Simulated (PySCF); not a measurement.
Molfile (atoms numbered from 1):
```
C5H10F2O
     RDKit          3D

 18 17  0  0  0  0  0  0  0  0999 V2000
    2.4944    0.7433    0.2794 C   0  0  0  0  0  0  0  0  0  0  0  0
    1.2278    0.5134   -0.2814 O   0  0  0  0  0  0  0  0  0  0  0  0
    0.7835   -0.8140   -0.1090 C   0  0  0  0  0  0  0  0  0  0  0  0
   -0.5807   -0.9877   -0.7698 C   0  0  0  0  0  0  0  0  0  0  0  0
   -1.7261   -0.4104    0.0596 C   0  0  0  0  0  0  0  0  0  0  0  0
   -1.7251    1.0937    0.2303 C   0  0  0  0  0  0  0  0  0  0  0  0
   -2.9094   -0.8013   -0.5146 F   0  0  0  0  0  0  0  0  0  0  0  0
   -1.7408   -1.0166    1.2889 F   0  0  0  0  0  0  0  0  0  0  0  0
    2.4859    0.5747    1.3635 H   0  0  0  0  0  0  0  0  0  0  0  0
    3.2526    0.0911   -0.1712 H   0  0  0  0  0  0  0  0  0  0  0  0
    2.7418    1.7827    0.0744 H   0  0  0  0  0  0  0  0  0  0  0  0
    0.7206   -1.0602    0.9620 H   0  0  0  0  0  0  0  0  0  0  0  0
    1.5013   -1.5070   -0.5744 H   0  0  0  0  0  0  0  0  0  0  0  0
   -0.5764   -0.4967   -1.7427 H   0  0  0  0  0  0  0  0  0  0  0  0
   -0.7796   -2.0520   -0.9083 H   0  0  0  0  0  0  0  0  0  0  0  0
   -2.5435    1.3819    0.8864 H   0  0  0  0  0  0  0  0  0  0  0  0
   -0.7786    1.4095    0.6557 H   0  0  0  0  0  0  0  0  0  0  0  0
   -1.8563    1.5620   -0.7404 H   0  0  0  0  0  0  0  0  0  0  0  0
  1  2  1  0
  2  3  1  0
  3  4  1  0
  4  5  1  0
  5  6  1  0
  5  7  1  0
  5  8  1  0
  1  9  1  0
  1 10  1  0
  1 11  1  0
  3 12  1  0
  3 13  1  0
  4 14  1  0
  4 15  1  0
  6 16  1  0
  6 17  1  0
  6 18  1  0
M  END
```

Geometry: GFN2-xTB; GIAO shifts from PySCF 2.14.0 with density-fitted response routines, gas phase, non-relativistic, averaged over equivalent atoms.

At PW91/pcSseg-1 (186 basis functions, 29 s wall time on 1 thread of an Intel Xeon Gold 6455B, shared host):
| atoms | δ (ppm) |
| --- | --- |
| C5 | 135.5 |
| C3 | 75.5 |
| C1 | 63.4 |
| C4 | 45.1 |
| C6 | 27.1 |
| O2 | 44.0 |
| F7/F8 | -130.7 |
| H12/H13 | 3.70 |
| H9/H10/H11 | 3.59 |
| H14/H15 | 2.09 |
| H16/H17/H18 | 1.67 |

Chemical shifts δ = σref − σ; 13C (181.47 ppm) and 1H (31.65 ppm) against TMS; 17O (336.14 ppm) against H2O; CFCl3 for 19F (137.44 ppm), all at this level.

Estimate the result of repeating the calculation with PBE0/pcSseg-1.

## Answers


```tsv
atoms	δ at PBE0/pcSseg-1	change
C5	130.1	-5.4
C3	71.7	-3.8
C1	61.1	-2.3
C4	43.1	-2.0
C6	26.7	-0.4
O2	26.5	-17.5
F7/F8	-115.2	+15.5
H12/H13	3.57	-0.13
H9/H10/H11	3.49	-0.10
H14/H15	2.06	-0.03
H16/H17/H18	1.70	+0.03
```

Referencing at the same level of theory: 13C (σref 186.93), 1H (σref 31.72) vs TMS; 17O (σref 336.08) vs H2O; CFCl3 for 19F (σref 170.95).

The largest change is at O2 (ether oxygen). Cost: 186 basis functions, 22 s wall time on 1 thread of an Intel Xeon Gold 6455B, shared host. The order of the carbon signals is the same at both levels.

Unscaled 19F shifts against computed CFCl3 carry errors that often reach 10 to 50 ppm. Experimental scales use liquid or dissolved standards, which lie at an offset from isolated H2O (liquid H2O: subtract about 36 ppm).
